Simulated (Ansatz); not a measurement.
Ansatz (a first-principles code) input:

Ansatz 0.2 input:
```yaml
crystal:
  periodic: [false, false, false]
  atoms:
    - {symbol: Ba, position_ang: [0.31812200, -0.15983617, 0.28994222]}
    - {symbol: Cl, position_ang: [1.21993507, 0.69217242, -2.15449770]}
    - {symbol: Cl, position_ang: [-2.26786636, -0.16565327, 1.19939393]}
basis:
  gaussian:
    orbitals: def2-TZVP
magnetization: {spin_polarized: false}
correlation: {method: mp2, electrons: outside_noble_gas}
relax: {f_tol: 0.003, max_steps: 100}
```

### Question
Which total energy does the run end on?

### Answer
-944.73195 Eh (MP2/def2-TZVP). The basis has 114 functions.
